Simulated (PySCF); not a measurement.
Cd(2+): ionisation energy

Cd(2+) [Kr] 4d10 (1S) → Cd(3+) [Kr] 4d9 (2D), as a difference of total energies. Computed with PySCF 2.14 in x2c-TZVPPall (8s6p6d2f1g, 79 functions), with the spin-free X2C one-electron Hamiltonian (Gaussian nucleus). Correlated levels: valence: [Kr] frozen. The calculations carry no spin-orbit coupling.

| method | ionisation energy (eV) | difference from reference (eV) |
| --- | --- | --- |
| UHF | 35.883 | -1.585 |
| MP2 (valence) | 37.814 | +0.346 |
| SCS-MP2 (valence) | 37.594 | +0.126 |
| CCSD (valence) | 37.492 | +0.024 |
| CCSD(T) (valence) | 37.561 | +0.093 |

Reference: 37.468 ± 0.006 eV (measured; NIST Atomic Spectra Database, ionization energies).

The reference lies between the lowest fine-structure levels, while these numbers refer to the centres of the terms.

Errors of the correlated levels include the incompleteness of this basis and the frozen core.
